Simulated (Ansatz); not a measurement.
The cluster Cd₂O₂. The state is a singlet with charge 0. Geometry PBE-D4/def2-TZVP.

```
atom   x (Å)   y (Å)   z (Å)
 Cd1  -1.219   0.648  -1.191
 Cd2   0.802  -1.444  -0.772
  O3  -0.250   0.873   0.886
  O4   0.667  -0.077   1.077
```

In the def2 sets Cd takes a core potential; there is no spin–orbit coupling. The structure holds 1 bond(s) between oxygen atoms. At HF/def2-TZVP, PBE0-D4/def2-TZVP the restricted singlet is unstable: a solution with broken spin symmetry lies lower. The restricted singlet is unstable towards broken spin symmetry at other levels; at PBE-D4/def2-SVP, r2SCANh-D4/def2-TZVP, r2SCAN0-D4/def2-TZVP this wasn't settled. At PBE-D4/def2-SVP an occupied level of the charge 0 singlet lies above an empty one (by up to 0.22 eV), so this SCF solution is probably not the lowest. The geometry of the singlet was relaxed on an unsound state (an occupied level 0.14 eV above an empty one). At PBE0-D4/def2-TZVP a triplet of charge 0 lies 0.98 eV below the restricted singlet, each at its own geometry. Another isomer (singlet) lies 0.06 eV lower at r2SCAN-D4/def2-TZVP.

(1) Estimate the orbital energies around the gap (eV) in Ansatz with HF/def2-TZVP, PBE-D4/def2-SVP, r2SCANh-D4/def2-TZVP, PBE0-D4/def2-TZVP, r2SCAN0-D4/def2-TZVP.

Results:

(1) 
```csv
orbital,HF/def2-TZVP,PBE-D4/def2-SVP,r2SCANh-D4/def2-TZVP,PBE0-D4/def2-TZVP,r2SCAN0-D4/def2-TZVP
HOMO−13,-20.74,-12.61,-13.92,-14.83,-15.19
HOMO−12,-20.56,-12.50,-13.80,-14.71,-15.06
HOMO−11,-20.52,-12.41,-13.71,-14.63,-14.98
HOMO−10,-20.46,-12.35,-13.65,-14.57,-14.92
HOMO−9,-20.43,-12.32,-13.63,-14.54,-14.89
HOMO−8,-20.42,-12.31,-13.61,-14.52,-14.88
HOMO−7,-20.35,-12.27,-13.56,-14.47,-14.82
HOMO−6,-20.20,-12.14,-13.43,-14.34,-14.69
HOMO−5,-15.98,-10.67,-11.66,-12.27,-12.53
HOMO−4,-15.65,-9.78,-10.78,-11.36,-11.62
HOMO−3,-14.73,-8.89,-10.25,-10.99,-11.37
HOMO−2,-9.94,-6.26,-6.75,-7.00,-7.15
HOMO−1,-8.07,-5.74,-6.16,-6.41,-6.52
HOMO,-7.46,-3.85,-4.97,-5.68,-5.95
LUMO,-1.03,-4.07,-3.93,-3.48,-3.55
LUMO+1,0.90,-1.87,-1.53,-1.30,-1.20
LUMO+2,0.96,-1.82,-1.47,-1.26,-1.15
LUMO+3,2.43,-0.35,0.16,0.22,0.48
LUMO+4,2.62,-0.31,0.22,0.31,0.53
LUMO+5,3.03,0.07,0.71,0.76,1.06
```
